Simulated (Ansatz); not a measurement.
Reaction (redistribution): `C#[C][Hf]([Cl])([Cl])[Cl]` + `C[Se][GeH2][OH]` → `C[Se][Hf]([Cl])([Cl])[Cl]` + `C#[C][GeH2][OH]`

Computed with Ansatz on PBE0-D4/def2-TZVP structures; ΔE is electronic, products minus reactants. CBS: MP2 limit from def2 TZ/QZ plus the TZ coupled-cluster correction, frozen cores. Functionals use def2-TZVPP. B3LYP here is the variant with VWN-RPA as its local correlation; programs differ in this. def2 core potentials past Kr. For Ge, Hf, Se outer-core shells are correlated without core-valence functions, which leaves a few kJ/mol of doubt a bond. Scalar relativity is left out up to krypton. Each species was taken in one conformer, which may not be the lowest.

Q: Is it downhill or uphill in electronic energy at CCSD(T)/CBS, and by how much? (Best estimate.)

A: Computed: Downhill: ΔE = -0.20 eV.

Q: What do these levels give: PBE-D4, PBE0-D4, B3LYP-D4, r2SCAN, B3LYP, HF/def2-TZVPP, CCSD/def2-TZVPP, HF/def2-QZVPP, MP2/def2-QZVPP, HF/CBS(def2), MP2/CBS(def2), CCSD/CBS(def2)? (Estimate.)

A: The calculation gave: PBE-D4 -0.09, PBE0-D4 -0.13, B3LYP-D4 -0.08, r2SCAN -0.11, B3LYP -0.04, HF/def2-TZVPP -0.05, CCSD/def2-TZVPP -0.18, HF/def2-QZVPP -0.05, MP2/def2-QZVPP -0.27, HF/CBS(def2) -0.05, MP2/CBS(def2) -0.27, CCSD/CBS(def2) -0.18 eV.

Largest T1 diagnostic among the species: 0.014.

The D4 term adds −0.04 eV with B3LYP and −0.02 eV with PBE0; it sums over pairs of atoms, weighted by their polarisabilities, and B3LYP, whose exchange is more repulsive, gets the larger term. From PBE to PBE0 (25 % exact exchange), in def2-TZVPP and without D4, ΔE moves by −0.04 eV.
